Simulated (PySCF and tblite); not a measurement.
C₇H₁₀F₂, numbered as in [F:1][C@H:2]1[CH2:3][CH2:4][CH2:5][C@:6]2([F:7])[CH2:8][C@H:9]12.

Conformers came from 60 starts (ETKDG and KDG, MMFF94s, GFN2-xTB); geometries are GFN2-xTB. Energies: PBE0-D3(BJ)/def2-SVP (IEF-PCM, chloroform), with GFN2-xTB thermal terms (modes under about 100 cm⁻¹ blended into free rotors). Symmetry numbers and mirror images are counted. Conformers within 2.5 kcal/mol (GFN2-xTB free energy) were kept, 2 at most. Couplings: B3LYP/6-31G* with pcJ-1 on H, F (gas phase; spin-dipole term only for pairs with B, N, F, Si or P). Couplings are for ¹⁹F, ¹H. H–H couplings come out 0.1 to 0.9 Hz lower than with pcJ-1 on all atoms. Of two unlike H on one atom, a is the less shielded (KT2/pcSseg-1 (IEF-PCM, chloroform)). Run with PySCF (density fitting) and tblite.

The 6-ring runs over atoms 2–3–4–5–6–9.

| conformer | shape | weight % |
| --- | --- | --- |
| 1 | 6-ring half-chair (ring torsions 68, -52, 18, 2, 13, -46°) | 64.4 |
| 2 | 6-ring half-chair (ring torsions -68, 49, -18, 4, -20, 51°) | 35.6 |

Give the couplings in each conformer and the averages at 298.15 K (pairs that fast motion interchanges averaged).


| coupling | pairs | 1 | 2 | average (Hz) |
| --- | --- | --- | --- | --- |
| ²J(F1,H2) | 1 | 58.5 | 56.9 | 57.9 |
| ³J(F1,H3a) | 1 | 16.5 | 14.9 | 15.9 |
| ³J(F1,H3b) | 1 | 36.5 | 1.8 | 24.1 |
| ³J(F1,H9) | 1 | 15.0 | 29.0 | 20.0 |
| ³J(H5a,F7) | 1 | 30.4 | 15.1 | 25.0 |
| ³J(H5b,F7) | 1 | 8.2 | -1.9 | 4.6 |
| ³J(F7,H8b) | 1 | 5.4 | 7.0 | 6.0 |
| ³J(F7,H8a) | 1 | 17.4 | 18.3 | 17.7 |
| ³J(F7,H9) | 1 | 17.6 | 18.1 | 17.8 |
| ³J(H2,H3a) | 1 | 2.6 | 10.1 | 5.3 |
| ³J(H2,H3b) | 1 | 3.3 | 6.0 | 4.2 |
| ³J(H2,H9) | 1 | 1.3 | 0.3 | 0.9 |
| ²J(H3a,H3b) | 1 | -15.1 | -13.1 | -14.3 |
| ³J(H3a,H4b) | 1 | 4.8 | 13.8 | 8.0 |
| ³J(H3a,H4a) | 1 | 2.3 | 2.6 | 2.4 |
| ³J(H3b,H4b) | 1 | 2.5 | 2.0 | 2.3 |
| ³J(H3b,H4a) | 1 | 13.7 | 5.7 | 10.8 |
| ²J(H4b,H4a) | 1 | -13.7 | -14.4 | -14.0 |
| ³J(H4b,H5a) | 1 | 2.3 | 13.5 | 6.3 |
| ³J(H4b,H5b) | 1 | 5.3 | 5.2 | 5.2 |
| ³J(H4a,H5a) | 1 | 5.9 | 6.6 | 6.1 |
| ³J(H4a,H5b) | 1 | 13.6 | 2.2 | 9.5 |
| ²J(H5a,H5b) | 1 | -15.4 | -13.8 | -14.8 |
| ²J(H8b,H8a) | 1 | -8.5 | -8.9 | -8.7 |
| ³J(H8b,H9) | 1 | 7.3 | 7.3 | 7.3 |
| ³J(H8a,H9) | 1 | 13.9 | 14.0 | 13.9 |

For its torsions the set is small; conformers may be missing.

Computed couplings to fluorine can be off by tens of per cent at such levels.

F–F couplings are left out: such levels miss them by tens of Hz and can give the wrong sign.


Conformer gaps in def2-SVP on xTB geometries can be 2 kcal/mol too large for S=O, P=O and other polar bonds.